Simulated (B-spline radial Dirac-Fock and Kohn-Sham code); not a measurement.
## Hf²⁺ 5d3/2: cross section and angular parameters

System: hafnium as Hf²⁺, 1s2 2s2 2p6 3s2 3p6 3d10 4s2 4p6 4d10 4f14 5s2 5p6 5d2; threshold 20.86 eV (orbital energy of the model). Model: Dirac-Hartree-Slater photoionisation with a Latter tail; cross sections with all multipoles, angular parameters from the dipole term and its interference with E2. Program: a B-spline atomic structure program.

```tsv
hν (eV)	σ (kb)	β	γ	δ
59.7	351	1.200	0.055	0.018
60	345	1.207	0.056	0.018
100	46.8	1.864	0.217	0.012
150	7.17	1.450	0.218	-0.008
161	5.50	0.987	0.136	0.000
190	3.89	-0.239	-0.080	0.041
203	3.76	-0.536	-0.120	0.057
267	4.27	-0.473	-0.009	0.074
382	4.67	0.239	0.167	0.040
383	4.67	0.243	0.168	0.040
400	4.64	0.314	0.175	0.035
470	4.37	0.547	0.181	0.021
524	4.09	0.681	0.168	0.013
839	2.51	1.087	0.035	-0.001
1030	1.87	1.199	-0.015	0.001
1486.9	?	?	?	?
2180	0.441	1.395	0.089	0.028
2830	0.239	1.400	0.248	0.041
2984.4	0.209	1.398	0.288	0.044
3180	0.178	1.394	0.338	0.047
3480	0.142	1.385	0.415	0.053
3850	0.108	1.372	0.507	0.060
4880	0.0564	1.329	0.746	0.079
5860	0.0333	1.284	0.946	0.097
8047.8	0.0127	1.188	1.308	0.139
9251.7	0.00816	1.140	1.470	0.163
9720	0.00696	1.123	1.528	0.172
12500	0.00304	1.028	1.823	0.225
13600	0.00228	0.994	1.920	0.247
13700	0.00223	0.991	1.928	0.249
```

Question: Give the values at Al Kα (taken as 1486.9 eV).

Answer: σ = 0.980 kb, β = 1.332, γ = -0.029, δ = 0.012.

Values without a named source are computed, but for edge energies of neutral atoms, which are taken from tables.
